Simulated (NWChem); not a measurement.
C3H6ClF; SMILES CC(C)(F)Cl

### Question
Give the equilibrium geometry at B3LYP/6-31G* (spherical d) (NWChem) as a Z-matrix, with the point group.

### Answer
point group Cs; any orientation.
```
C
F 1 1.3765
C 1 1.5177 2 108.46
H 3 1.0926 1 110.08 2 56.86
H 3 1.0927 4 109.13 1 -121.99
H 3 1.0959 4 108.82 5 -118.86
C 1 1.5177 2 108.46 3 -125.98
H 7 1.0926 1 110.08 2 -56.86
H 7 1.0927 8 109.13 1 121.99
H 7 1.0959 8 108.82 9 118.86
Cl 1 1.8413 2 106.54 3 117.01
```
